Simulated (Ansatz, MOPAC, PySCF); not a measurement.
Torsion H3–B1–O2–H5 in BH3O (SMILES BO); at each angle all else is relaxed with GFN2-xTB, and the levels are single points there.
Geometry at 0° (charge 0, multiplicity 1):
```xyz
5

B     -0.439    -0.055     0.044
O      0.823    -0.410     0.239
H     -1.300    -0.840    -0.152
H     -0.657     1.096     0.077
H      1.033    -1.345     0.218
```

On the grid 0° to 330°, 240° is the highest and 0° the lowest point at CCSD(T)/CBS(cc-pVTZ, cc-pVQZ).

Cores are frozen in the correlated methods. CBS: X⁻³ extrapolation of the correlation energy, Hartree–Fock from the larger set. Rows in 3-21G, 6-311+G**, 6-31G* carry no dispersion term and start afresh at each structure (6-31G* with six Cartesian d functions). MP2/6-31G* freezes PySCF's default core. The state reached by PM3, PM6 isn't checked.

Run with Ansatz (a first-principles code) with Gaussian orbitals; MOPAC for PM3, PM6 (differences of heats of formation); PySCF for 3-21G rows, 6-311+G** rows, 6-31G* rows, the dispersion terms. Values without a source in brackets are computed.

Other levels give for the energy at 240° less that at 0°: PBE/def2-TZVPP 10.51; B3LYP/def2-TZVPP 10.17; B3LYP-D3(BJ)/def2-TZVPP 10.17; wB97M-V/def2-TZVPP 10.23; CCSD(T)/CBS(cc-pVTZ, cc-pVQZ) 10.45 kcal/mol.

Common cheap choices:

```
level            energy at 240° less that at 0° (kcal/mol)  less 10.45 (CCSD(T)/CBS(cc-pVTZ, cc-pVQZ))
---------------  -----------------------------------------  ------------------------------------------
PM3                                                  13.38                                        2.93
PM6                                                   8.87                                       -1.59
HF/3-21G                                              8.96                                       -1.49
HF/6-31G*                                            10.08                                       -0.37
B3LYP/3-21G                                          10.49                                        0.04
B3LYP/6-311+G**                                      10.27                                       -0.18
M06-2X/6-31G*                                        10.77                                        0.31
MP2/6-31G*                                           11.66                                        1.21
```
